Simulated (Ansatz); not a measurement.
One change: `[CH3][Al]([NH2])[SiH2][SiH3]` becomes `[CH3][Al]([NH2])[SH]`.

Ansatz, PBE0-D4/def2-TZVP geometries, multiplicity 1. Each molecule was computed in one conformer, which needn't be the lowest.

```csv
property,`[CH3][Al]([NH2])[SiH2][SiH3]`
HOMO energy (PBE/def2-TZVPP) / eV,-6.10
LUMO energy (PBE0/def2-TZVPP) / eV,-0.93
size of the dipole moment (PBE/def2-TZVPP) / D,1.90
LUMO energy (PBE/def2-TZVPP) / eV,-1.66
HOMO–LUMO gap (PBE0/def2-TZVPP) / eV,6.23
HOMO energy (B3LYP/def2-TZVPP) / eV,-6.96
```

**Question.** Give the same properties after the change, and the shifts. (An estimate is asked.)

**Answer.** Computed: 
```
                                      property  `[CH3][Al]([NH2])[SH]`  shift
             HOMO energy (PBE/def2-TZVPP) / eV                   -5.87   0.23
            LUMO energy (PBE0/def2-TZVPP) / eV                    0.07   1.00
size of the dipole moment (PBE/def2-TZVPP) / D                    2.10   0.20
             LUMO energy (PBE/def2-TZVPP) / eV                   -0.70   0.96
          HOMO–LUMO gap (PBE0/def2-TZVPP) / eV                    7.24   1.01
           HOMO energy (B3LYP/def2-TZVPP) / eV                   -6.91   0.05
```

Dipoles are sizes alone; their direction can turn.

B3LYP here is the variant with VWN-RPA as its local correlation; programs differ in this.
